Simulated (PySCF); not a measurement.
Vertical excitations of a molecule C₂H₆ClFSi from TDDFT-B3LYP/def2-SVPD in PySCF, as energy in eV (oscillator strength): 7.72 (0.102), 8.22 (0.043), 8.28 (0.006), 8.44 (0.012), 8.77 (0.008), 8.78 (0.000), 8.87 (0.040), 9.11 (0.077), 9.15 (0.049), 9.29 (0.004). Lowest triplet (TDA): 7.52 eV. Geometry optimised at PBE0-D3(BJ)/def2-SVP. The values are those of a single conformer.

**Question.** Which structure fits?
(A) F[C@H]([SiH3])CCl
(B) F[C@@H](Cl)C[SiH3]
(C) C[Si@H](Cl)CF
(D) C[Si](C)(F)Cl

**Answer.** D, C[Si](C)(F)Cl
